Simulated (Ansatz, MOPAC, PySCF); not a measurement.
Lewis adduct: C2H6Zn (SMILES [CH3][Zn][CH3]) (first 9 atoms) with H2O (SMILES O); geometry from GFN2-xTB, rigid monomers moved along the line of their centres of mass till Zn2···O10 is 2.69 Å.
(charge 0, multiplicity 1):
```xyz
12

C     -0.06175     2.08217    -0.20757
Zn    -0.00395     0.05996     0.10670
C      0.09058    -1.98211    -0.02292
H      0.79906     2.57491     0.23807
H     -0.94629     2.52897     0.23991
H     -0.06990     2.35586    -1.25861
H     -0.70567    -2.45557     0.54698
H      1.03007    -2.35965     0.37531
H      0.01090    -2.35320    -1.04097
O     -0.07606     0.16998     2.79618
H     -0.11137     0.96121     3.33832
H     -0.06578    -0.59463     3.37596
```

Monomers are frozen at their geometry in the pair; levels with a basis set take the counterpoise correction. Rows marked so take none.

Rows in 3-21G, 6-31G* carry no dispersion term and start afresh at each structure (6-31G* with six Cartesian d functions); the Pople sets are all-electron and without relativity. The state that AM1 reach isn't checked.

Codes used: Ansatz (Gaussian orbitals); MOPAC for AM1 (differences of heats of formation); PySCF for 3-21G rows, 6-31G* rows. Values without a source in brackets are computed.

Task: One of these levels gives 26.6 kJ/mol for the interaction energy. Name it.
A. AM1
B. B3LYP/def2-TZVPPD
C. HF/6-31G*
D. HF/3-21G (no counterpoise)

Result: A, AM1. The others give -67.4 (HF/3-21G (no counterpoise)), -26.7 (HF/6-31G*), -17.3 (B3LYP/def2-TZVPPD)

Ansatz is a program for electronic structure.
